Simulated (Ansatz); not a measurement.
Reaction (ligand exchange at a Ga–O bond): `[GaH2][O][GeH3]` + H₂S → `[SH][GaH2]` + `[OH][GeH3]`

Gas-phase electronic energies from Ansatz, PBE0-D4/def2-TZVP geometries. CBS: MP2 limit from def2 TZ/QZ plus the TZ coupled-cluster correction, frozen cores. This one scheme is used for every species. Functionals use def2-TZVPP. For Ga, Ge outer-core shells are correlated without core-valence functions, which leaves a few kJ/mol of doubt a bond. Scalar relativity is left out up to krypton.

`[GaH2][O][GeH3]`:

Cartesian coordinates in Å:
```
Ga 1.392 0.389 1.130
O 0.426 0.588 -0.353
Ge -1.034 -0.237 -0.916
H 2.623 1.339 1.225
H 0.906 -0.697 2.148
H -1.472 -1.292 0.122
H -0.705 -0.913 -2.258
H -2.134 0.823 -1.099
```

H₂S:

```xyz
3

S    -0.053    0.610    0.096
H    -0.822   -0.305   -0.513
H     0.874   -0.305    0.417
```

`[SH][GaH2]`:

Z-matrix (Å, degrees):
```
Ga
S 1 2.199
H 1 1.559 2 115.2
H 1 1.560 2 118.1 3 -180.0
H 2 1.343 1 95.0 3 180.0
```

`[OH][GeH3]`:

Z-matrix (Å, degrees):
```
Ge
O 1 1.783
H 1 1.531 2 104.3
H 1 1.541 2 109.9 3 119.6
H 1 1.541 2 109.9 3 -119.6
H 2 0.959 1 112.7 3 180.0
```

(1) Is it downhill or uphill in electronic energy at CCSD(T)/CBS, and by how much? (An estimate is asked.)

(2) What do these levels give: revPBE-D4, CAM-B3LYP-D4, PBE, r2SCAN, CCSD(T)/def2-SVP, HF/CBS(def2)? (Best estimate.)

Largest T1 diagnostic among the species: 0.014.

Answers

(1) The calculation gave: Downhill: ΔE = -24.1 kJ/mol.

(2) The calculation gave: revPBE-D4 -30.9, CAM-B3LYP-D4 -19.9, PBE -33.6, r2SCAN -28.4, CCSD(T)/def2-SVP -9.3, HF/CBS(def2) -20.5 kJ/mol.

Leaving LDA and LC-ωPBE aside and taking each functional with its dispersion term where it has one, the values, not all of them listed here, spread over 13.6 kJ/mol, from HSE06-D4 to CAM-B3LYP-D4. At CCSD(T), def2-SVP lies +14.8 kJ/mol from the extrapolated value and def2-TZVPP +4.9 kJ/mol.
